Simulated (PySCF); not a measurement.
**Electron correlation in Fe²¹⁺ (iron, charge +21)**

[He] 2s2 2p1, 2P determinant. Computed with PySCF 2.14 in an uncontracted even-tempered set (17 s from 4.2 bohr⁻², ratio 2.2; 11 p from 5.5 bohr⁻², ratio 2.2; 6 d from 24 bohr⁻², ratio 2.4; 5 f from 35 bohr⁻², ratio 2.4; 4 g from 53 bohr⁻², ratio 2.4), with no relativity, point nucleus. Frozen: nothing; 5 electrons correlated; the 13 highest virtual orbitals of each spin left out.

MP2 pair energies summed by pair of shells (mhartree):

| pair | energy | share (%) |
| --- | --- | --- |
| 2s-2s | -109.65 | 52.8 |
| 1s-1s | -40.21 | 19.4 |
| 2s-2p | -35.19 | 17.0 |
| 1s-2s | -13.40 | 6.5 |
| 1s-2p | -9.04 | 4.4 |

Total MP2 correlation energy: -207.49 mhartree.

Same-spin part -12.21 and opposite-spin part -195.29 mhartree; SCS-MP2 scales them by 1/3 and 6/5 to -238.41 mhartree.
